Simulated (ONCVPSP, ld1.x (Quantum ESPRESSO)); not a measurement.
Potentials for zirconium compared

Generated with ld1.x 7.5 (TM, RRKJ, ultrasoft, PAW), atompaw 4.2 or ONCVPSP 4.0.1. The cutoff is in Ry: for ld1.x and atompaw files where the sum of valence levels is converged to 10 mRy in a Bessel basis, for ONCV files where the hardest occupied wave has 1 mHa per electron of residual kinetic energy. The error is the largest all-electron minus pseudo excitation energy over each file’s own four to seven test configurations (ionisations up to +4, promotions, holes and added fractions of an electron), all of which were solved. The labels leave out finer settings (local radius, basis sizes, second energies), which also bear on the numbers. Spin-polarised tests are not counted. The rows are a selection from randomly drawn settings: files with unsolved tests, undetermined cutoffs or missed reference levels are left out.

A true bound ghost makes a file unfit for plane-wave use even where its test errors are small: the radial tests pick states by their node count and pass the ghost by.

| potential | cutoff (Ry) | largest error (meV) | bound ghosts |
| --- | --- | --- | --- |
| ONCV, PW91, scalar-relativistic, rc 2.15/1.95/2.60 (spd), local smoothed, core correction yes, reference 4s2 4p6 4d2 5s2, qcut 4.7/6.3/5.8, projectors 2/1/2 | 22 | +35 | none |
| ONCV, LDA (Perdew-Wang 92), scalar-relativistic, rc 2.05/2.10/2.40 (spd), local smoothed, core correction no, reference 4s2 4p6 4d2 5s1.5 5p0.5, qcut 4.9/7.4/5.9, projectors 2/2/2 | 24 | -5.5 | none |
| TM, PBE, fully relativistic, rc 2.85/2.85/2.70 (spd), local s, core correction no, reference 4d2 5s2 5p0 | 21 | +326 | p3/2 |

**Question.** Fill in the row for Zr: ONCV, PBEsol, scalar-relativistic, rc 1.85/1.75/2.95 (spd), local smoothed, core correction yes, reference 4s2 4p6 4d2 5s2, qcut 6.7/8/4.7, projectors 2/2/2.

**Answer.** cutoff 44 Ry, largest error +44 meV, bound ghosts: none.

**Question.** Fill in the row for Zr: TM semilocal, PBEsol, scalar-relativistic, rc 3.10/3.50/2.05 (spd), local p, core correction yes, reference 4d2 5s2 5p0.

**Answer.** cutoff 30 Ry, largest error -245 meV, bound ghosts: none.

**Question.** Fill in the row for Zr: ONCV, PBEsol, scalar-relativistic, rc 1.75/1.80/2.70 (spd), local smoothed, core correction yes, reference 4s2 4p6 4d2 5s1.5 5p0.5, qcut 7.4/6.2/5.4, projectors 2/2/2.

**Answer.** cutoff 37 Ry, largest error -4.3 meV, bound ghosts: none.
